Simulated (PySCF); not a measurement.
InI3, SMILES [I][In]([I])[I]. Geometry: PBE0-D3(BJ)/def2-SVP. The isomer is the one that the SMILES or the coordinates give; other isomers of the formula were not compared. The def2 effective core potentials stand for the cores of I, In; spin–orbit coupling is left out.

Computed equilibrium geometry at PBE0-D3(BJ)/def2-SVP (PySCF confirms it by a frequency run) as Cartesian coordinates in Å, and its point group:
point group D3h.
```xyz
4

In     0.0000     0.0000     0.0000
I      2.6549     0.0000     0.0000
I     -1.3274    -2.2992     0.0000
I     -1.3274     2.2992     0.0000
```
Charge 0, spin multiplicity 1.
